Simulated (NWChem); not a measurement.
# ScCl$_{2}$, doublet; SMILES [Cl][Sc][Cl]

Results from NWChem. Spin-unrestricted. All runs use the structure optimised with PBE-D3(BJ)/def2-SVP, spin-unrestricted. The spin multiplicity was typed, not searched, and may not be the lowest. No stability test was run on the SCF state.

Problem. Predict the results for LC-BLYP (range parameter 0.33 per bohr)/def2-SVP. Quantities: highest occupied level (eV); lowest empty minus highest occupied level, either spin (eV); dipole (D); <S²>.

Solution. 
```
Property                                                     Result
-----------------------------------------------------------  ------
highest occupied level (eV)                                   -7.47
lowest empty minus highest occupied level, either spin (eV)    6.52
dipole (D)                                                     3.80
<S²>                                                          0.751
```
